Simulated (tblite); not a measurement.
C4H11NSSi.
Numbering: `[H]/[N:3]=[C:2](/[CH3:1])[CH2:4][CH2:5][S:6][SiH3:7]` (hydrogens: H8, H9, H10 on C1; H11 on N3; H12, H13 on C4; H14, H15 on C5; H16, H17, H18 on Si7)

Computed geometry: GFN2-xTB, gas phase.

Task: What internal coordinates does the optimisation give?

Result: 
| bond | length (pm) |
| --- | --- |
| C1–C2 | 149.5 |
| C2=N3 | 125.6 |
| C2–C4 | 151.6 |
| C4–C5 | 152.4 |
| C5–S6 | 183.0 |
| S6–Si7 | 214.2 |
| C1–H8, C1–H9, C1–H10 | 108.8 |
| N3–H11 | 101.8 |
| C4–H12, C4–H13 | 109.3 |
| C5–H14, C5–H15 | 109.0 |
| Si7–H16, Si7–H17 | 146.0 |
| Si7–H18 | 145.0 |

Bonds in one row agree within 1 pm and their mean is given. A selection of angles:
| angle | degrees |
| --- | --- |
| C2–C1–H8 | 110.0 |
| H8–C1–H9 | 108.1 |
| H8–C1–H10 | 109.4 |
| C1–C2–N3 | 118.7 |
| C1–C2–C4 | 115.9 |
| N3–C2–C4 | 125.4 |
| C2–N3–H11 | 115.5 |
| C2–C4–C5 | 109.7 |
| C2–C4–H12 | 109.9 |
| C5–C4–H12 | 108.7 |
| H12–C4–H13 | 108.7 |
| C4–C5–S6 | 112.6 |
| C4–C5–H14 | 110.6 |
| S6–C5–H14 | 104.9 |
| S6–C5–H15 | 107.9 |
| H14–C5–H15 | 109.0 |
| C5–S6–Si7 | 102.0 |
| S6–Si7–H16 | 106.7 |
| S6–Si7–H17 | 109.7 |
| S6–Si7–H18 | 103.7 |
| H16–Si7–H17 | 110.1 |
| H16–Si7–H18 | 113.8 |
| H17–Si7–H18 | 112.5 |

Torsions: C1–C2–C4–C5 87° (synclinal); C2–C4–C5–S6 173° (antiperiplanar); C4–C5–S6–Si7 68° (synclinal); H11–N3–C2–C1 180° (antiperiplanar). The mirror-image conformer, all signs reversed, is as good.

Of the pairs four or more bonds apart, Si7···H13 is among the closest relative to their van der Waals radii: 3.02 Å, 91 % of the sum of Bondi's values. Si7 (SiH3 silicon) is distorted tetrahedral (angles from 103.7° to 113.8°). S6 (sulfur bonded to C and Si) is bent (angle 102.0°). The 3 C–C bonds span 1.495 Å (C1–C2, drawn single) to 1.524 Å (C4–C5, drawn single), a spread of 0.029 Å.

Point group: C1 (no symmetry element, even within 0.4 Å). Its GFN2-xTB frequencies are all real (lowest 25 cm⁻¹). One conformer, not necessarily the lowest.

The run took 1.4 s wall on Arm Neoverse V1, one thread, on a shared host. This is the geometry optimisation.
